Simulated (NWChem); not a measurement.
System: CuH4O2F2, doublet; SMILES [OH2]->[Cu](<-[OH2])([F])[F]

Here is an NWChem input.

```
start job
memory heap 200 mb stack 900 mb global 1100 mb
geometry units angstroms noautosym nocenter noautoz
  Cu    -0.347165    -0.095374    -0.018889
  F     -0.551822     1.524309    -0.757849
  F      0.038842    -1.713939     0.649164
  O     -1.026035    -1.325190    -1.492286
  H     -0.653580    -2.047377    -0.921937
  H     -0.559126    -1.332244    -2.343455
  O     -0.630422     1.074822     1.630000
  H     -1.456342     0.912419     2.113341
  H     -0.798031     1.788821     0.961723
end
basis spherical
  * library def2-svp
end
dft
  odft
  mult 2
  xc pbe0
  iterations 150
end
property
  efieldgrad
end
task dft property
```

The geometry was optimised at B3LYP/6-31G* (spherical d), spin-unrestricted. Not confirmed as a minimum by frequencies. This spin state was assumed; another may lie lower. No stability test was run on the SCF state.

Vzz is the largest principal value of the second derivative of the potential at the nucleus (NWChem prints the opposite sign); η is the asymmetry. Non-relativistic.

Atoms are numbered as in the input.

What results follow from this input? (PBE0/def2-SVP, spin-unrestricted.) Quantities: Vzz Cu1 (a.u.); η Cu1; Vzz O4 (a.u.); η O4; Vzz O7 (a.u.); η O7.


| Item | Value |
|---|---|
| Vzz Cu1 (a.u.) | -1.572 |
| η Cu1 | 0.49 |
| Vzz O4 (a.u.) | -1.334 |
| η O4 | 0.97 |
| Vzz O7 (a.u.) | -1.347 |
| η O7 | 0.97 |
